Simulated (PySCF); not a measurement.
C3H9O3Si, SMILES [Si](OC)(OC)OC (connectivity only; charge and spin as stated), charge +1, multiplicity 1. Heavy atoms are numbered as in [CH3:1][O:2][Si:3]([O:4][CH3:5])[O:6][CH3:7]. Hydrogens are named by the atom that carries them.

The structure is a stationary point at B3LYP-D3(BJ)/def2-SVP. The multiplicity is an assumed one; other spin states were not compared. The isomer is the one that the SMILES or the coordinates give; other isomers of the formula were not compared. Other conformers were not sampled.

Computed with PBE0/pcSseg-1 in PySCF.

GIAO shieldings, no solvent; atoms alike by connectivity are averaged. δ = σ(ref) − σ: ¹³C against TMS (σ = 186.3 ppm); ¹⁷O against H2O (σ = 334.2 ppm); ²⁹Si against TMS (σ = 352.7 ppm); ¹H against TMS (σ = 31.56 ppm), references at their B3LYP-D3(BJ)/def2-TZVP geometries, non-relativistic.

```tsv
nucleus	atoms	count	δ (ppm)
¹³C	C1 (CH3)	3	67.8
¹⁷O	O2	3	47.9
²⁹Si	Si3	1	-55.5
¹H	H on C1	9	4.87
```
